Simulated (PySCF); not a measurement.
**Working out the ionisation energy of Ru**

Ru [Kr] 4d7 5s1 (5F) → Ru+ [Kr] 4d7 (4F). Calculation: PySCF 2.14, in x2c-TZVPPall with one added diffuse shell each of s, p, d, f type (9s7p7d3f1g, 95 functions); scalar relativity by spin-free X2C-1e. Frozen: [Ar] 3d10. Energies in hartree (1 hartree = 27.21139 eV):

```json
{"part": "UHF", "Ru (lower)": "-4527.989832", "Ru+ (upper)": "-4527.758428"}
{"part": "MP2 opposite-spin", "Ru (lower)": "-0.320917", "Ru+ (upper)": "-0.302701"}
{"part": "MP2 same-spin", "Ru (lower)": "-0.165885", "Ru+ (upper)": "-0.144394"}
```

Q: What does Hartree-Fock give?

A: (-4527.758428) − (-4527.989832) = 0.231404 hartree = 6.297 eV.

Q: What do MP2 and SCS-MP2 (6/5 opposite-spin, 1/3 same-spin) give?

A: The opposite-spin parts differ by 0.496 eV and the same-spin parts by 0.585 eV. MP2: 6.297 + (0.496) + (0.585) = 7.378 eV. SCS-MP2: 6.297 + 1.2 × (0.496) + (0.585)/3 = 7.087 eV.

Measured between the centres of the two terms (NIST): 7.365 eV, so MP2 (valence and next inner shell) is off by 0.013 eV.

What remains against the reference includes basis incompleteness, the frozen core and correlation beyond second order.
